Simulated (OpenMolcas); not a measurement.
## TiH⁺ at 1.696 Å: OpenMolcas input and output

Input (each module block was a call of its own in one work directory; start orbitals came from a preliminary run):

```
&GATEWAY
Coord
2
angstrom
Ti 0.0 0.0 0.0
H 0.0 0.0 1.6960
Basis=ANO-RCC-VTZP
Group=XY
RX2C
AMFI
ANGMom
0.0 0.0 0.0
RICD
&SEWARD
&GUESSORB
* RASSCF and CASPT2 blocks for each multiplicity and irrep, as for the first:
&RASSCF
FileOrb=$CurrDir/o32.orb
Symmetry=2
Spin=3
nActEl=4 0 0
Inactive=5 4
RAS2=5 2
CIRoot=6 6 1
Linear
Iterations=120 100
OrbListing=Nothing
PRWF=0.15
>>COPY $Project.RasOrb $CurrDir/o32.orb
>>COPY $Project.rasscf.h5 $CurrDir/r32.h5
&CASPT2
XMultistate=all
Imaginary=0.2
IPEA=0.25
MaxIter=40
>>COPY $Project.JobMix JOB001
&RASSI
Nr of JobIphs=4 6 4 7 6
1 2 3 4 5 6
1 2 3 4
1 2 3 4 5 6 7
1 2 3 4 5 6
SpinOrbit
EJob
Omega
MEES
MESO
Properties=4
'AngMom' 3 'Mltpl  1' 1 'Mltpl  1' 2 'Mltpl  1' 3
Thrs=1.0d-4
>>COPY $Project.rassi.h5 $CurrDir/so.h5
```

```bash
pymolcas m.inp
```

C2 symmetry about the axis (a holds Σ, Δ, Γ; b holds Π, Φ, H; Σ⁺ and Σ⁻ are not told apart); roots by multiplicity and irrep: 3b 6, 3a 4, 1a 7, 1b 6.

RASSI part of the output, in excerpt:

```
SPIN-FREE ENERGIES:
  (Shifted by EMIN (a.u.) =       -853.3831862356)
 SF State       Relative EMIN(au)   Rel lowest level(eV)    D:o, cm**(-1)      Abs_M
     1             0.0000000000        0.0000000000              0.0000         3.0
     2             0.0000000010        0.0000000264              0.0002         3.0
     7             0.0001609556        0.0043798263             35.3257         0.0
     3             0.0049150676        0.1337458039           1078.7327         1.0
     4             0.0049150697        0.1337458599           1078.7331         1.0
     8             0.0081674164        0.2222467228           1792.5407         2.0
     9             0.0082054451        0.2232815360           1800.8870         2.0
    18             0.0319147902        0.8684456821           7004.4868         1.0
    19             0.0319147960        0.8684458415           7004.4881         1.0
    11             0.0340283684        0.9259590751           7468.3636         0.0
    12             0.0399282265        1.0865023928           8763.2328         2.0
    13             0.0399641168        1.0874790186           8771.1098         2.0
    10             0.0413279267        1.1245901749           9070.4315         0.0
     5             0.0448941190        1.2216312123           9853.1202         1.0
     6             0.0448941204        1.2216312498           9853.1205         1.0
    14             0.0507971531        1.3822609528          11148.6864         4.0
    15             0.0508129651        1.3826912191          11152.1568         4.0
    16             0.0567484948        1.5442052113          12454.8550         2.0
    17             0.0567930369        1.5454172642          12464.6308         2.0
    20             0.0578944665        1.5753886905          12706.3667         1.0
    21             0.0578944809        1.5753890808          12706.3698         1.0
    22             0.0597546573        1.6260070593          13114.6314         3.0
    23             0.0597546581        1.6260070819          13114.6316         3.0
++ Dipole transition strengths (spin-free states):
     for osc. strength at least  1.00000000E-05
      From   To        Osc. strength     Einstein coefficients Ax, Ay, Az (sec-1)    Total A (sec-1)
         3   10       6.27872034E-05  2.67287794E+03  1.92370726E+00  0.00000000E+00  2.67480165E+03
         3    5       4.39115700E-05  0.00000000E+00  0.00000000E+00  2.25504295E+03  2.25504295E+03
         4   10       6.27871994E-05  1.92370846E+00  2.67287747E+03  0.00000000E+00  2.67480117E+03
         4    6       4.39115577E-05  0.00000000E+00  0.00000000E+00  2.25504224E+03  2.25504224E+03
         8    5       2.98046557E-05  1.11634752E+03  1.75344175E+02  0.00000000E+00  1.29169170E+03
         8    6       2.98046546E-05  1.75344210E+02  1.11634754E+03  0.00000000E+00  1.29169175E+03
         9    5       2.98070792E-05  1.73777919E+02  1.11534501E+03  0.00000000E+00  1.28912293E+03
         9    6       2.98070814E-05  1.11534519E+03  1.73777930E+02  0.00000000E+00  1.28912312E+03
        18   20       8.77780427E-05  0.00000000E+00  0.00000000E+00  1.90354983E+03  1.90354983E+03
        19   21       8.77779411E-05  0.00000000E+00  0.00000000E+00  1.90354887E+03  1.90354887E+03
        12   20       2.06155524E-05  1.84017826E+02  2.97883549E+01  0.00000000E+00  2.13806181E+02
        12   21       2.06155631E-05  2.97884920E+01  1.84018142E+02  0.00000000E+00  2.13806634E+02
        13   20       2.16415977E-05  2.73286948E+01  1.96222874E+02  0.00000000E+00  2.23551569E+02
        13   21       2.16416446E-05  1.96223677E+02  2.73287342E+01  0.00000000E+00  2.23552411E+02
        14   22       1.38255753E-05  2.92302730E+01  6.41222510E+00  0.00000000E+00  3.56424981E+01
        14   23       1.38255772E-05  6.41222737E+00  2.92302824E+01  0.00000000E+00  3.56425098E+01
        15   22       1.38011623E-05  6.37833339E+00  2.90757269E+01  0.00000000E+00  3.54540602E+01
        15   23       1.38011645E-05  2.90757370E+01  6.37833540E+00  0.00000000E+00  3.54540724E+01
 Electric-quadrupole - electric-quadrupole not included
 Electric-dipole - electric-octupole not included
 Electric-dipole - magnetic-quadrupole not included
   Eigenvalues of complex Hamiltonian:
  (Shifted by EMIN (a.u.) =       -853.3831862356)
 SO State       Relative EMIN(au)   Rel lowest level(eV)    D:o, cm**(-1)      Omega
     1            -0.0008275969        0.0000000000              0.0000         2.0
     2            -0.0008261846        0.0000384330              0.3100         2.0
     3            -0.0000209963        0.0219487217            177.0284         3.0
     4            -0.0000209953        0.0219487481            177.0286         3.0
     5            -0.0000196563        0.0219851855            177.3225         0.1
     6             0.0000789958        0.0246696449            198.9741         1.0
     7             0.0000789958        0.0246696464            198.9741         1.0
     8             0.0007916127        0.0440609381            355.3754         4.0
     9             0.0007918912        0.0440685171            355.4366         4.0
    10             0.0046539276        0.1491598804           1203.0556         0.1
    11             0.0048137704        0.1535094258           1238.1370         0.1
    12             0.0048700975        0.1550421649           1250.4994         1.0
    13             0.0048700994        0.1550422173           1250.4998         1.0
    14             0.0050746917        0.1606094574           1295.4026         2.0
    15             0.0050784568        0.1607119104           1296.2290         2.0
    16             0.0077580585        0.2336275856           1884.3336         1.0
    17             0.0077580584        0.2336275831           1884.3335         1.0
    18             0.0082776132        0.2477653912           1998.3626         2.0
    19             0.0083141814        0.2487604627           2006.3884         2.0
    20             0.0087316950        0.2601215860           2098.0221         3.0
    21             0.0087316950        0.2601215859           2098.0221         3.0
    22             0.0318873925        0.8902202132           7180.1102         1.0
    23             0.0318873983        0.8902203719           7180.1115         1.0
    24             0.0339962006        0.9476038059           7642.9401         0.0
    25             0.0398537509        1.1069958689           8928.5238         2.0
    26             0.0398899803        1.1079817222           8936.4753         2.0
    27             0.0413307747        1.1471877338           9252.6931         0.0
    28             0.0413382578        1.1473913611           9254.3354         1.0
    29             0.0413382578        1.1473913603           9254.3354         1.0
    30             0.0446286441        1.2369273321           9976.4917         0.0
    31             0.0446784527        1.2382826923           9987.4235         0.0
    32             0.0449326758        1.2452004578          10043.2190         1.0
    33             0.0449326772        1.2452004952          10043.2193         1.0
    34             0.0452486804        1.2537993800          10112.5740         2.0
    35             0.0452489152        1.2538057679          10112.6255         2.0
    36             0.0508027792        1.4049341080          11331.5578         4.0
    37             0.0508185894        1.4053643258          11335.0277         4.0
    38             0.0567534307        1.5668595849          12637.5748         2.0
    39             0.0567979553        1.5680711609          12647.3468         2.0
    40             0.0578997567        1.5980527033          12889.1643         1.0
    41             0.0578997710        1.5980530935          12889.1674         1.0
    42             0.0597589112        1.6486428753          13297.2015         3.0
    43             0.0597589121        1.6486428979          13297.2017         3.0
 Weights of the five most important spin-orbit-free states for each spin-orbit state.
 SO State  Total energy (au)           Spin-free states, spin, and weights
    1        -0.000828       1 1.0  0.4988    2 1.0  0.4988    9 1.0  0.0012    8 1.0  0.0010   13 0.0  0.0002
    2        -0.000826       1 1.0  0.4988    2 1.0  0.4988    8 1.0  0.0012    9 1.0  0.0009   12 0.0  0.0002
    3        -0.000021       1 1.0  0.9892    7 1.0  0.0071    2 1.0  0.0014    9 1.0  0.0011    8 1.0  0.0011
    4        -0.000021       2 1.0  0.9892    7 1.0  0.0071    1 1.0  0.0014    9 1.0  0.0011    8 1.0  0.0011
    5        -0.000020       7 1.0  0.9647    3 1.0  0.0173    4 1.0  0.0173   11 0.0  0.0005    2 1.0  0.0002
    6         0.000079       7 1.0  0.9762    4 1.0  0.0096    3 1.0  0.0068    2 1.0  0.0057    1 1.0  0.0015
    7         0.000079       7 1.0  0.9762    3 1.0  0.0096    4 1.0  0.0068    1 1.0  0.0057    2 1.0  0.0015
    8         0.000792       2 1.0  0.4999    1 1.0  0.4999   15 0.0  0.0001    3 1.0  0.0000    4 1.0  0.0000
    9         0.000792       2 1.0  0.4998    1 1.0  0.4998    7 1.0  0.0003   14 0.0  0.0001   15 0.0  0.0000
   10         0.004654       3 1.0  0.5000    4 1.0  0.5000    1 1.0  0.0000    2 1.0  0.0000   15 0.0  0.0000
   11         0.004814       3 1.0  0.4826    4 1.0  0.4826    7 1.0  0.0346   11 0.0  0.0001    2 1.0  0.0000
   12         0.004870       3 1.0  0.9444    8 1.0  0.0196    9 1.0  0.0191    7 1.0  0.0164   18 0.0  0.0004
   13         0.004870       4 1.0  0.9444    8 1.0  0.0196    9 1.0  0.0191    7 1.0  0.0164   19 0.0  0.0004
   14         0.005075       4 1.0  0.4844    3 1.0  0.4844    8 1.0  0.0222    9 1.0  0.0087    2 1.0  0.0001
   15         0.005078       4 1.0  0.4851    3 1.0  0.4851    9 1.0  0.0212    8 1.0  0.0085    1 1.0  0.0001
   16         0.007758       8 1.0  0.4990    9 1.0  0.4617    4 1.0  0.0387   19 0.0  0.0003    7 1.0  0.0002
   17         0.007758       8 1.0  0.4990    9 1.0  0.4617    3 1.0  0.0387   18 0.0  0.0003    7 1.0  0.0002
   18         0.008278       8 1.0  0.9662    4 1.0  0.0154    3 1.0  0.0154    2 1.0  0.0010    1 1.0  0.0010
   19         0.008314       9 1.0  0.9670    4 1.0  0.0150    3 1.0  0.0150    1 1.0  0.0010    2 1.0  0.0010
   20         0.008732       9 1.0  0.5177    8 1.0  0.4800    2 1.0  0.0022   22 0.0  0.0001    1 1.0  0.0000
   21         0.008732       9 1.0  0.5177    8 1.0  0.4800    1 1.0  0.0022   23 0.0  0.0001    2 1.0  0.0000
   22         0.031887      18 0.0  0.9946   10 1.0  0.0032    5 1.0  0.0013    3 1.0  0.0003    9 1.0  0.0002
   23         0.031887      19 0.0  0.9946   10 1.0  0.0032    6 1.0  0.0013    4 1.0  0.0003    9 1.0  0.0002
   24         0.033996      11 0.0  0.9928   10 1.0  0.0059    7 1.0  0.0004    5 1.0  0.0004    6 1.0  0.0004
   25         0.039854      12 0.0  0.9830    5 1.0  0.0083    6 1.0  0.0083    8 1.0  0.0001    2 1.0  0.0001
   26         0.039890      13 0.0  0.9829    5 1.0  0.0083    6 1.0  0.0083    9 1.0  0.0001    2 1.0  0.0001
   27         0.041331      10 1.0  0.9821    5 1.0  0.0063    6 1.0  0.0063   11 0.0  0.0053    3 1.0  0.0000
   28         0.041338      10 1.0  0.9912    6 1.0  0.0057   19 0.0  0.0029    5 1.0  0.0001   21 0.0  0.0000
   29         0.041338      10 1.0  0.9912    5 1.0  0.0057   18 0.0  0.0029    6 1.0  0.0001   20 0.0  0.0000
   30         0.044629       5 1.0  0.5000    6 1.0  0.5000   15 0.0  0.0000    4 1.0  0.0000    3 1.0  0.0000
   31         0.044678       5 1.0  0.4934    6 1.0  0.4934   10 1.0  0.0120   11 0.0  0.0012    7 1.0  0.0000
   32         0.044933       5 1.0  0.9928   10 1.0  0.0055   18 0.0  0.0016   19 0.0  0.0001   20 0.0  0.0000
   33         0.044933       6 1.0  0.9928   10 1.0  0.0055   19 0.0  0.0016   18 0.0  0.0001   21 0.0  0.0000
   34         0.045249       6 1.0  0.4916    5 1.0  0.4916   13 0.0  0.0167   17 0.0  0.0000   12 0.0  0.0000
   35         0.045249       6 1.0  0.4917    5 1.0  0.4917   12 0.0  0.0166   16 0.0  0.0000   13 0.0  0.0000
   36         0.050803      14 0.0  0.9999    1 1.0  0.0001    2 1.0  0.0001    6 1.0  0.0000    5 1.0  0.0000
   37         0.050819      15 0.0  0.9999    2 1.0  0.0001    1 1.0  0.0001    6 1.0  0.0000    5 1.0  0.0000
   38         0.056753      16 0.0  0.9999    8 1.0  0.0000    6 1.0  0.0000    5 1.0  0.0000    3 1.0  0.0000
   39         0.056798      17 0.0  0.9999    9 1.0  0.0000    6 1.0  0.0000    5 1.0  0.0000    4 1.0  0.0000
   40         0.057900      20 0.0  0.9999    3 1.0  0.0001   10 1.0  0.0000    7 1.0  0.0000    9 1.0  0.0000
   41         0.057900      21 0.0  0.9999    4 1.0  0.0001   10 1.0  0.0000    7 1.0  0.0000    9 1.0  0.0000
   42         0.059759      22 0.0  0.9999    8 1.0  0.0000    9 1.0  0.0000    2 1.0  0.0000    1 1.0  0.0000
   43         0.059759      23 0.0  0.9999    8 1.0  0.0000    9 1.0  0.0000    1 1.0  0.0000    2 1.0  0.0000
++ Dipole transition strengths (SO states):
        for osc. strength at least   1.00000000E-05
      From   To        Osc. strength     Einstein coefficients Ax, Ay, Az (sec-1)    Total A (sec-1)
        10   28       3.13595305E-05  1.34842296E+03  7.52063855E+00  0.00000000E+00  1.35594360E+03
        10   29       3.13592389E-05  7.52066665E+00  1.34841032E+03  0.00000000E+00  1.35593099E+03
        10   30       4.56914834E-05  0.00000000E+00  0.00000000E+00  2.34594014E+03  2.34594014E+03
        11   28       3.03364571E-05  7.21145786E+00  1.29308986E+03  0.00000000E+00  1.30030132E+03
        11   29       3.03369309E-05  1.29311019E+03  7.21143630E+00  0.00000000E+00  1.30032162E+03
        11   31       4.42690980E-05  0.00000000E+00  0.00000000E+00  2.26041495E+03  2.26041495E+03
        12   27       6.02733341E-05  2.57242246E+03  2.03405062E+00  0.00000000E+00  2.57445651E+03
        12   32       4.17531548E-05  0.00000000E+00  0.00000000E+00  2.15316827E+03  2.15316827E+03
...
```

Only roots inside an energy window near the equilibrium distance were included, so the list of states is not complete; labels number the states computed. Each spin and symmetry block has orbitals of its own, averaged over its own roots, so gaps between blocks are less sure than gaps within one and near the minimum can be off by tenths of an eV, in bad cases by more. No Rydberg orbitals are active, so Rydberg states, and σ→σ* states whose orbital the CASSCF left unused, can be missing between those listed. CASPT2 splits the two components of degenerate states numerically, here by up to 10 cm⁻¹. For d and f metals this valence active space lacks a second d shell: the order of states is not reliable within half an eV or more, and the lowest computed state need not be the true ground state.
